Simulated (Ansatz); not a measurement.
`[AlH2][NH][SiH2][SiH3]` + `[F][GeH2][SiH3]` → `[F][GeH]([AlH2])[SiH3]` + `N[SiH2][SiH3]`  (formal exchange of groups at the Al–N bond)

Program: Ansatz. Geometries: PBE0-D4/def2-TZVP. ΔE: electronic, gas phase. CCSD(T)/CBS is the MP2 limit (def2-TZVPP, def2-QZVPP) plus CCSD(T) − MP2 in def2-TZVPP, frozen cores. This one scheme is used for every species. DFT in def2-TZVPP. B3LYP here is the variant with VWN-RPA as its local correlation; programs differ in this. For Ge outer-core shells are correlated without core-valence functions, which leaves a few kJ/mol of doubt a bond. Scalar relativity is left out up to krypton. One conformer a species, not always the lowest.

`[AlH2][NH][SiH2][SiH3]`:

```xyz
12

Al   -1.679    0.450   -1.991
N    -0.121    0.079   -1.207
Si    0.552    0.721    0.254
Si    0.939   -0.956    1.847
H    -2.610    1.530   -1.310
H    -2.030   -0.333   -3.321
H     0.454   -0.619   -1.662
H    -0.426    1.707    0.788
H     1.839    1.439    0.009
H     1.591   -0.405    3.068
H     1.831   -2.006    1.278
H    -0.339   -1.608    2.246
```

`[F][GeH2][SiH3]`:

Cartesian coordinates in Å:
```
F -1.400 0.239 1.834
Ge 0.028 -0.432 1.073
Si 0.062 0.404 -1.160
H 1.211 0.034 1.941
H -0.134 -1.959 1.174
H -1.160 -0.038 -1.877
H 1.265 -0.134 -1.849
H 0.128 1.887 -1.135
```

`[F][GeH]([AlH2])[SiH3]`:

Z-matrix (Å, degrees):
```
Ge
Al 1 2.491
Si 1 2.395 2 117.4
F 1 1.766 2 107.9 3 118.2
H 1 1.550 2 113.4 3 -127.2
H 2 1.583 1 120.7 3 -113.6
H 2 1.587 1 118.0 3 64.9
H 3 1.486 1 109.9 2 53.8
H 3 1.485 1 111.0 2 175.0
H 3 1.488 1 108.3 2 -64.8
```

`N[SiH2][SiH3]`:

Cartesian coordinates in Å:
```
N -0.501 -0.263 1.698
Si -0.607 -0.637 0.018
Si 0.794 0.819 -1.163
H 0.404 -0.189 2.134
H -1.173 -0.656 2.338
H -2.026 -0.449 -0.391
H -0.241 -2.039 -0.357
H 2.179 0.753 -0.615
H 0.324 2.227 -1.063
H 0.847 0.433 -2.600
```

```tsv
level	ΔE (kJ/mol)
PBE0-D4	72.4
B3LYP-D4	81.6
MP2/def2-TZVPP	92.6
HF/def2-QZVPP	91.6
MP2/def2-QZVPP	91.2
SCS-MP2/def2-QZVPP	92.1
HF/CBS(def2)	91.8
CCSD/CBS(def2)	83.0
```

Task: What does CCSD(T)/CBS give? (Estimate.)

Result: Computed: +83.4 kJ/mol. The listed levels differ from it by -11.0, -1.8, 9.2, 8.2, 7.8, 8.7, 8.4, -0.4 kJ/mol.

Largest T1 diagnostic among the species: 0.013.

From PBE to PBE0 (25 % exact exchange), in def2-TZVPP and without D4, ΔE moves by +3.6 kJ/mol.
